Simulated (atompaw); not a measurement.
**How hard is this tin (Sn) PAW (atompaw) potential?**

* Element: Sn (Z = 50)
* Generator: atompaw 4.2.0.5
* Type: PAW
* Functional: PBEsol
* Relativity: scalar-relativistic
* Frozen core: [Ar] 3d10 4s2
* Valence charge: 20
* Reference configuration: 4p6 4d10 5s2 5p0 (charge +2)
* Partial waves: 5s (bound): rc 2.44 bohr; 5s channel at 0.05 Ry: rc 2.44 bohr; 4p (bound): rc 1.50 bohr; 5p (bound, empty): rc 2.44 bohr; 4d (bound): rc 1.98 bohr; 4d channel at 0.9 Ry: rc 2.44 bohr
* Local potential: bessel scheme, radius 2.14 bohr
* Core correction: smooth core density matched at 1.56 bohr
* Augmentation charge: sinc compensation charge, radius 2.14 bohr; PAW radius 2.44 bohr; waves and projectors: custom rrkj gramschmidtortho

The pseudo-atom Hamiltonian at the reference potential is diagonalised in spherical Bessel functions j_l(qr) that vanish at 20 bohr, with q² up to the cutoff. All-electron valence levels (Ry): 5s -1.9228, 4p -7.8688, 5p -1.3075, 4d -3.1755.

Task: How do the lowest levels (Ry) of each channel move with the cutoff, and are there ghosts?

Result:

```csv
cutoff (Ry),s #1,p #1,p #2,d #1,d #2,f #1,Σ f·Δε (mRy)
8,-1.9225,-1.3362,-1.2049,-0.6142,-0.2873,-0.3014,64808.3
15,-1.9228,-6.8490,-1.3075,-2.9132,-0.6145,-0.3016,8741.6
25,-1.9228,-7.7916,-1.3076,-3.1720,-0.6152,-0.3016,497.7
45,-1.9228,-7.8673,-1.3076,-3.1753,-0.6152,-0.3016,9.7
60,-1.9228,-7.8684,-1.3076,-3.1754,-0.6152,-0.3016,2.6
90,-1.9228,-7.8687,-1.3076,-3.1754,-0.6152,-0.3016,0.6
400,-1.9228,-7.8688,-1.3076,-3.1755,-0.6152,-0.3016,0.0
```

Result: no extra level below or beside the all-electron valence levels (s, p, d, f tested); 10 mRy is reached at 45 Ry and 1 mRy at 70 Ry.
